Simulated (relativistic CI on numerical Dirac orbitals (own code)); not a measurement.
Hyperfine structure of Sc¹⁴⁺, mass number 45

Calculated at this level of theory: Dirac-Coulomb-Breit CI, KLI orbitals optimised for each configuration, model QED, unscaled Slater integrals (own radial code, finite nucleus).

Configurations in the expansion (outside the closed core 1s2): 2s²2p³, 2s2p⁴, 2p⁵, 2p⁴3s, 2p⁴3p, 2s²2p²3s, 2p⁴3d, 2s²2p²3p, 2s²2p²3d, 2s2p³3s, 2s2p³3p, 2s2p³3d, 2s²2p²4s, 2s²2p²4p, 2s²2p²4d, 2s²2p²4f. Levels of other configurations are missing.

Nuclear spin I = 7/2, μ = 4.754 μN, Q = -0.22 b (tables of Stone and Pyykkö). The electronic factors are computed for point nuclear moments, without core polarisation or the Bohr-Weisskopf and QED corrections.

```json
{"Level": "2s²2p³ ²D°3/2", "E (eV)": "14.2727", "A (GHz)": "19.38", "B (GHz)": "-4.91"}
{"Level": "2s²2p³ ²D°5/2", "E (eV)": "15.6301", "A (GHz)": "33.68", "B (GHz)": "0.0373"}
{"Level": "2s²2p³ ²P°1/2", "E (eV)": "23.2310", "A (GHz)": "93.62", "B (GHz)": ""}
{"Level": "2s²2p³ ²P°3/2", "E (eV)": "25.1730", "A (GHz)": "19.38", "B (GHz)": "5.07"}
{"Level": "2s2p⁴ ⁴P5/2", "E (eV)": "68.6028", "A (GHz)": "78.25", "B (GHz)": "-5.32"}
{"Level": "2s2p⁴ ⁴P3/2", "E (eV)": "71.7250", "A (GHz)": "71.32", "B (GHz)": "4.29"}
{"Level": "2s2p⁴ ⁴P1/2", "E (eV)": "73.1149", "A (GHz)": "156.7", "B (GHz)": ""}
{"Level": "2s2p⁴ ²D3/2", "E (eV)": "95.6097", "A (GHz)": "-23.17", "B (GHz)": "7.43"}
```

Levels with J = 0, under 50 % of one LS term, or S terms without an open s electron are left out. Small factors come from cancelling terms and can be off by tens of per cent or more.

At this charge energies of transitions that change n are usually good to better than 1 %, and those within a shell (Δn = 0) to a few per cent.

Give the hyperfine levels of 2s²2p³ ²D°5/2 relative to its centre of gravity.

With K = F(F + 1) − I(I + 1) − J(J + 1), E = AK/2 + B[¾K(K + 1) − I(I + 1)J(J + 1)]/[2I(2I − 1)J(2J − 1)]: F = 1: -378.9, F = 2: -311.5, F = 3: -210.5, F = 4: -75.79, F = 5: 92.61, F = 6: 294.7 GHz.

LS names give the leading component of a level, which can be under half, so a name can repeat, a term be missing and a line seem to break the LS rules.
